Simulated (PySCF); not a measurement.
C₃H₉B, SMILES CB(C)C (connectivity only; charge and spin as stated), charge +1, multiplicity 2. Atoms are numbered in the order given.

```xyz
13

B      0.1343     0.0152     0.0000
C      1.6527     0.0078     0.0000
H      2.0898     0.4741     0.8974
H      1.9803    -1.0513     0.0000
H      2.0898     0.4741    -0.8974
C     -0.8898    -0.0020     1.2542
H     -0.5956     0.9683     1.7026
H     -1.9761    -0.0825     1.1560
H     -0.4632    -0.8836     1.7752
C     -0.8898    -0.0020    -1.2542
H     -1.9761    -0.0825    -1.1560
H     -0.5956     0.9683    -1.7026
H     -0.4632    -0.8836    -1.7752
```
Charge +1, spin multiplicity 2.

Geometry: PBE0-D3(BJ)/def2-SVP. The spin state was assumed, not searched. The isomer is the one that the SMILES or the coordinates give; other isomers of the formula were not compared.

Calculation: PBE/def2-TZVP (PySCF).

ESP charges are fitted to the potential on shells at 1.4 to 2.0 van der Waals radii. Atomic charges (e):

```json
[
 {"atom": "B1", "meta-Löwdin": "0.34", "Löwdin": "-0.43", "ESP fit": "0.63", "Mulliken spin": "0.17"},
 {"atom": "C2", "meta-Löwdin": "-0.47", "Löwdin": "-0.19", "ESP fit": "-0.76", "Mulliken spin": "0.01"},
 {"atom": "H3", "meta-Löwdin": "0.18", "Löwdin": "0.19", "ESP fit": "0.25", "Mulliken spin": "0.02"},
 {"atom": "H4", "meta-Löwdin": "0.20", "Löwdin": "0.20", "ESP fit": "0.25", "Mulliken spin": "0.00"},
 {"atom": "H5", "meta-Löwdin": "0.18", "Löwdin": "0.19", "ESP fit": "0.25", "Mulliken spin": "0.02"},
 {"atom": "C6", "meta-Löwdin": "-0.33", "Löwdin": "-0.07", "ESP fit": "-0.56", "Mulliken spin": "0.34"},
 {"atom": "H7", "meta-Löwdin": "0.21", "Löwdin": "0.21", "ESP fit": "0.26", "Mulliken spin": "0.03"},
 {"atom": "H8", "meta-Löwdin": "0.18", "Löwdin": "0.16", "ESP fit": "0.24", "Mulliken spin": "-0.01"},
 {"atom": "H9", "meta-Löwdin": "0.21", "Löwdin": "0.22", "ESP fit": "0.25", "Mulliken spin": "0.03"},
 {"atom": "C10", "meta-Löwdin": "-0.33", "Löwdin": "-0.07", "ESP fit": "-0.56", "Mulliken spin": "0.34"},
 {"atom": "H11", "meta-Löwdin": "0.18", "Löwdin": "0.16", "ESP fit": "0.24", "Mulliken spin": "-0.01"},
 {"atom": "H12", "meta-Löwdin": "0.21", "Löwdin": "0.21", "ESP fit": "0.26", "Mulliken spin": "0.03"},
 {"atom": "H13", "meta-Löwdin": "0.21", "Löwdin": "0.22", "ESP fit": "0.25", "Mulliken spin": "0.03"}
]
```

Q: Give the Mayer and Wiberg (Löwdin basis) orders of the bonds. (Estimate from the structure and the level; the computed values follow.)

A: 
```csv
bond,Mayer,Wiberg
B1–C2,1.22,1.45
C2–H3,0.90,0.81
C2–H4,0.87,0.79
C2–H5,0.90,0.81
B1–C6,0.89,1.17
C6–H7,0.86,0.78
C6–H8,0.94,0.87
C6–H9,0.86,0.78
B1–C10,0.89,1.17
C10–H11,0.94,0.87
C10–H12,0.86,0.78
C10–H13,0.86,0.78
```
